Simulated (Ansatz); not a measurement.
`C#[C][Ge]([Cl])([Cl])[C]#C` → `[Cl][Ge][Cl]` + `C#CC#C`  (germylene formation by 1,1-elimination)

Computed with Ansatz on PBE0-D4/def2-TZVP structures; ΔE is electronic, products minus reactants. CBS: MP2 limit from def2 TZ/QZ plus the TZ coupled-cluster correction, frozen cores. This one scheme is used for every species. DFT in def2-TZVPP. B3LYP here is the variant with VWN-RPA as its local correlation; programs differ in this. For Ge outer-core shells are correlated without core-valence functions, which leaves a few kJ/mol of doubt a bond. Scalar relativity is left out up to krypton.

Question: Is it downhill or uphill in electronic energy at CCSD(T)/CBS, and by how much? (Best estimate.)

Answer: Ansatz gave: Uphill: ΔE = +70.0 kJ/mol.

Question: What do these levels give: PBE-D4, PBE0-D4, B3LYP-D4, r2SCAN0-D4, ωB97X-V, ωB97M-V, PBE-QIDH, BHLYP, SCS-MP2/def2-TZVPP, CCSD(T)/def2-TZVPP, HF/def2-QZVPP, MP2/CBS(def2)? (Estimate.)

Answer: Computed: PBE-D4 19.7, PBE0-D4 51.3, B3LYP-D4 24.8, r2SCAN0-D4 66.2, ωB97X-V 78.0, ωB97M-V 60.5, PBE-QIDH 87.6, BHLYP 42.2, SCS-MP2/def2-TZVPP 98.2, CCSD(T)/def2-TZVPP 95.0, HF/def2-QZVPP 68.2, MP2/CBS(def2) 80.3 kJ/mol.

Largest T1 diagnostic among the species: 0.014.

From BLYP to BHLYP (50 % exact exchange), in def2-TZVPP and without D4, ΔE moves by +68.7 kJ/mol. The D4 term adds +19.6 kJ/mol with B3LYP and +11.2 kJ/mol with PBE0; it sums over pairs of atoms, weighted by their polarisabilities, and B3LYP, whose exchange is more repulsive, gets the larger term. In def2-TZVPP, CCSD(T) changes the Hartree–Fock value by +22.9 kJ/mol (the triples alone add −0.2 kJ/mol) and MP2 by +33.2 kJ/mol.
